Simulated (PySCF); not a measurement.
Another site gives an ion 67331.68 eV lower (`O[SiH2]Br`) at the level CAM-B3LYP-D3(BJ)/def2-TZVPD (PySCF).

Excitations are Tamm–Dancoff values on a coarser integration grid.

Cartesian coordinates (Å):
```xyz
6

O      1.1973     0.1639     0.3539
Si    -0.3849    -0.0644     0.0505
F     -0.9429     1.0706    -0.9233
H      1.8565    -0.0022    -0.3224
H     -1.0771     0.0602     1.3372
H     -0.6267    -1.3450    -0.6379
```
Charge 0, multiplicity 1.

Q: Predict the S1 oscillator strength, T1 excitation (TDA), HOMO–LUMO gap, HOMO, S1 excitation (TDA), total energy, S1–T1 gap (TDA) and dipole moment from CAM-B3LYP-D3(BJ)/def2-TZVPD (PySCF).

A: 
```
Quantity                      Result
----------------------  ------------
S1 oscillator strength         0.012
T1 excitation (TDA)          7.54 eV
HOMO–LUMO gap               11.26 eV
HOMO                       -10.84 eV
S1 excitation (TDA)          7.94 eV
total energy            -466.5334 Ha
S1–T1 gap (TDA)              0.40 eV
dipole moment                 1.63 D
```
